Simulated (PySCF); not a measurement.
Species: CH₁₁ClSi₄.
SMILES: `[Si@@H](C)([SiH2][SiH2]Cl)[SiH3]`

Method used: TDDFT CAM-B3LYP/def2-SVPD, vertical, gas phase, core orbitals frozen in the response in PySCF. Isolated species at its GFN2-xTB geometry (one conformer only). Torsions of this conformer, `[CH3:1][Si@@H:2]([SiH3:3])[SiH2:4][SiH2:5][Cl:6]`: C1–Si2–Si4–Si5 -68°, Si2–Si4–Si5–Cl6 21°.

```csv
state,E (eV),λ (nm),f,"main configurations (H = HOMO, L = LUMO)"
S1,6.23,199.1,0.074,"H→L (68%), H-1→L (20%)"
S2,6.49,191.1,0.031,"H→L+1 (68%), H-1→L (12%)"
S3,6.71,184.8,0.051,"H-1→L (46%), H→L+1 (15%), H→L (13%)"
S4,6.90,179.6,0.087,H-1→L+1 (80%)
S5,7.02,176.5,0.0065,H-3→L (78%)
S6,7.16,173.3,0.020,H→L+2 (59%)
S7,7.30,170.0,0.098,"H-2→L (47%), H-2→L+1 (27%)"
S8,7.31,169.5,0.048,"H-2→L+1 (57%), H-2→L (24%)"
```

Triplets (Tamm–Dancoff): T1 5.54 eV, H→L (74%), H-1→L (12%); T2 5.79 eV, H→L+1 (62%), H-1→L (12%); T3 6.05 eV, H-1→L (25%), H→L+1 (19%), H-1→L+1 (18%).

The lowest singlet comes at 199 nm (601 kJ/mol) in the vacuum ultraviolet; it is of moderate strength; its leading configuration is HOMO→LUMO (68%). The strongest level in the table is S7 at 7.30 eV (170 nm, f = 0.098). Löwdin shares by element: HOMO silicon 70% (atoms not listed hold the other 30%); LUMO silicon 58% or more, chlorine 10% (atoms not listed hold the other 32%). Of the 8 states listed, 7 reach f = 0.01 and none stays under 0.0005. Weighted by f, the mean energy of these states is 6.88 eV. Orbital energies (eV): HOMO-3 -10.21, HOMO-2 -9.99, HOMO-1 -9.54, HOMO -9.30, LUMO 0.07, LUMO+1 0.38, LUMO+2 0.84. Only the lowest 8 singlets were computed, as vertical energies without vibronic structure.
